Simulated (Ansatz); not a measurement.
`C=CC[SiH2]Cl` + H₂ → `C[SiH2]Cl` + `C=C` at 500 K and 1 bar (hydrogenolysis of a C–C bond).

Calculated with Ansatz (gas phase, PBE0-D4/def2-TZVP geometries, no zero-point term in ΔE). CCSD(T)/CBS adds triple-zeta CCSD(T) − MP2 to the extrapolated MP2 energy (def2 sets, frozen cores). This one scheme is used for every species. Each species was taken in one conformer, which may not be the lowest.

| species | CCSD(T)/CBS energy (Eh) | H − E (kJ/mol) | S (J/(mol·K)) |
| --- | --- | --- | --- |
| `C=CC[SiH2]Cl` | -867.26144 | 282.3 | 421.9 |
| H₂ | -1.17544 | 41.0 | 145.5 |
| `C[SiH2]Cl` | -789.97638 | 179.1 | 344.9 |
| `C=C` | -78.48111 | 155.1 | 245.3 |

H − E and S are ideal-gas, rigid-rotor, harmonic terms from PBE0-D4/def2-TZVP, for one conformer and one mirror image of each species. For small species the MP2-based limit differs from directly extrapolated CCSD(T) by up to some mEh (0.8 for H₂); such offsets cancel only in part. 1 Eh = 2625.50 kJ/mol, R = 8.31446 J/(mol·K).

Problem. By hand: ΔE, ΔH, ΔS and ΔG.

Solution. ΔE = (-789.97638) + (-78.48111) − (-867.26144) − (-1.17544) = -0.02061 Eh = -54.1 kJ/mol. Δ(H − E) = 179.1 + 155.1 − 282.3 − 41.0 = 10.9, so ΔH = -43.2 kJ/mol. ΔS = 344.9 + 245.3 − 421.9 − 145.5 = 22.8 J/(mol·K). ΔG = -43.2 − 500 × (22.8)/1000 = -54.6 kJ/mol.

Problem. By hand: the equilibrium constant, and the temperature at which ΔG would vanish if ΔH and ΔS stayed fixed.

Solution. log₁₀ K = −ΔG/(RT ln 10) = 5.7. ΔH and −TΔS have one sign here, so there is no such temperature.

ΔH outweighs TΔS. A doubt of 5 kJ/mol in ΔE shifts log₁₀ K by 0.5 here. Other conformers and mirror images would add mixing entropy, several J/(mol·K) or more a flexible species. Modes under 60 cm⁻¹, often nearly free rotors, make the harmonic entropy too high. These are equilibria of isolated gas molecules and say nothing of rates. Largest T1 diagnostic: 0.011 (customary marks: 0.02 for closed shells, 0.045 for open ones).
